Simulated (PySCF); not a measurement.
Estimate the missing entries of this data sheet.

Compound: C3H8S2Si.
SMILES: `C[C@@H]1CS[SiH2]S1`

```tsv
property	level	value
point group of the GFN2-xTB geometry	GFN2-xTB	?
rotational constants A, B, C of the GFN2-xTB geometry	GFN2-xTB	2.343, 2.028, 1.363 GHz
dipole moment	PBE0/def2-SVPD	?
HOMO energy	PBE0/def2-SVPD	?
LUMO energy	PBE0/def2-SVPD	-0.43 eV
lowest singlet excitation	TDDFT PBE0/def2-SVPD	?
lowest triplet excitation (Tamm–Dancoff)	TDA PBE0/def2-SVPD	4.80 eV
static isotropic polarisability	PBE0/def2-SVPD	?
electronic spatial extent ⟨r²⟩ about the centre of nuclear charge	PBE0/def2-SVPD	?
```

The electronic properties come from PySCF, for the isolated species, density fitting.

Task: Give the HOMO energy.

Result: -7.01 eV.

Task: Give the point group of the GFN2-xTB geometry.

Result: C1.

Task: The dipole moment?

Result: 1.37 D.

Task: The static isotropic polarisability?

Result: 98.4 au.

Task: Give the lowest singlet excitation.

Result: 5.15 eV (241 nm, f = 0.001).

Task: Give the electronic spatial extent ⟨r²⟩ about the centre of nuclear charge.

Result: 976 bohr².

The principal polarisabilities are 84.9, 102.5 and 107.7 au; their mean is the isotropic value. In atomic units the dipole is 0.54 e·bohr (1 au = 2.5417 D). The polarisability is 14.58 Å³ as a volume (1 au = 0.148185 Å³), or 1.37 au for each of the 72 electrons.

One conformer stands for the species.
